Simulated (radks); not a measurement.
Q: Valence configurations of Cd I (all share [Kr]). Method: Dirac Kohn-Sham, LDA (Slater exchange, Perdew-Wang correlation), spin-unpolarised, spherical densities, point nucleus; open shells are shared between the two j in proportion to 2j + 1; computed with a radial shooting solver on a logarithmic mesh with Libxc functionals. Order these by energy: 4d9 5s2 5p1; 4d9 5s1 5p2; 4d9.5 5s1 5p1.5; 4d10 5s2; 4d10 5s1 5p1; 4d9.5 5s2 5p0.5; 4d8 5s2 5p2; 4d8 5p4; 4d9.5 5s1.5 5p1; 4d10 5p2.

A: From the lowest, in eV above it: 4d10 5s2 0.000; 4d10 5s1 5p1 4.781; 4d9.5 5s2 5p0.5 5.786; 4d9.5 5s1.5 5p1 8.372; 4d10 5p2 9.896; 4d9.5 5s1 5p1.5 11.037; 4d9 5s2 5p1 12.594; 4d9 5s1 5p2 18.286; 4d8 5s2 5p2 29.303; 4d8 5p4 42.529. NIST lists [Kr] 4d10 5s2 as the ground configuration; this level of theory agrees among the configurations tried. The energies are those of spherical spin-averaged densities, not of single terms.
